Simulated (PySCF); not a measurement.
**HfOBr₂, singlet: structure and spectrum**

Method: PySCF, PBE0, basis Hf def2-TZVP with ECP60, O def2-TZVP, Br def2-TZVP (scalar-relativistic core potentials, no spin–orbit coupling, density fitting).

The structure is a saddle point with 1 imaginary mode.

```xyz
4
charge 0 multiplicity 1, angstrom
Hf    0.0000    0.0000    0.3992
O     0.0000    0.0000    2.1391
Br    2.2927    0.0000   -0.6695
Br   -2.2927    0.0000   -0.6695
```

```
Point group                                                                   : C2v
Bond lengths                                                                  : Hf–Br 2.530 Å (×2), Hf–O 1.740 Å
Bond angles                                                                   : Br–Hf–Br 130.0°, Br–Hf–O 115.0° (×2)
Principal quadrupole moments (Buckingham, traceless) about the centre of mass : -9.75, -5.37, 15.11 D Å
Dipole moment                                                                 : 1.78 D
Principal polarisabilities                                                    : 56.7, 76.4, 100.3 bohr³
Highest occupied level                                                        : -8.67 eV
Atomisation energy without zero-point energy                                  : 1578 kJ/mol
Zero-point energy (real modes)                                                : 10.2 kJ/mol
Lowest empty level                                                            : -3.66 eV
Rotational constants                                                          : 0.09766, 0.02032, 0.01682 cm⁻¹
```

Harmonic modes (masses in u: Hf 179.947, O 15.995, Br 78.918):
```
symmetry  ω (cm⁻¹)  IR (km/mol)     type
      b1       43i            –     bend
      a1        60          1.1     bend
      b2       168          0.5     bend
      a1       227          7.9  stretch
      b2       283         74.4    mixed
      a1       959          192  stretch
```

In C2v the vibrations span b1 + 3a1 + 2b2. Here b1 is antisymmetric to the molecular plane and b2 lies in it.

Charges (e):
```tsv
atom	Mulliken	Löwdin	polar tensor	Mayer order to Hf1
Hf1	1.31	0.29	2.14	–
O2	-0.52	-0.30	-0.94	2.20
Br3,4	-0.39	0.01	-0.60	1.02
```

Mulliken populations on Hf1 (electrons outside its core potential): s 2.32, p 6.32, d 1.94, f 0.11.

Stability towards spin polarisation was not tested. Other isomers or separated fragments may lie lower. No spin–orbit coupling is included, which matters more the heavier the element.

The final relaxation and frequency run took roughly 14 core-minutes on a shared host.
